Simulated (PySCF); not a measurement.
LiCl, SMILES [Li][Cl].

The structure is a stationary point at PBE0-D3(BJ)/def2-TZVPD.

Vertical ionisation energy (IE) and electron affinity (EA) in eV. Rows of orbital energies are one-electron estimates. Where ΔSCF, EOM or ADC give a negative EA the extra electron is unbound and the value depends on the basis.

```tsv
level	IE	EA
−ε(HOMO), −ε(LUMO), B3LYP/def2-TZVPD (PySCF)	(withheld)	(withheld)
−ε(HOMO), −ε(LUMO), PBE0/def2-TZVPD (PySCF)	7.17	1.35
```

Question: Some entries are withheld; supply them. (An estimate is asked for; the answer gives what the named calculation found.)

Answer: 
- −ε(HOMO), −ε(LUMO), B3LYP/def2-TZVPD (PySCF), IE: 6.93
- −ε(HOMO), −ε(LUMO), B3LYP/def2-TZVPD (PySCF), EA: 1.65
